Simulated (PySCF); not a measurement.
SiFHI₂, SMILES F[SiH](I)I. The structure is a stationary point at PBE0-D3(BJ)/def2-SVP. The def2 effective core potentials stand for the cores of I; spin–orbit coupling is left out.

Computed equilibrium geometry at PBE0-D3(BJ)/def2-SVP (PySCF confirms it by a frequency run) as Cartesian coordinates in Å, and its point group:
point group Cs.
```xyz
5

Si     0.4502    -0.9393     0.0000
F     -0.4785    -2.2610     0.0000
I     -0.0365     0.3289    -2.0052
I     -0.0365     0.3289     2.0052
H      1.8684    -1.3626     0.0000
```
Charge 0, spin multiplicity 1.
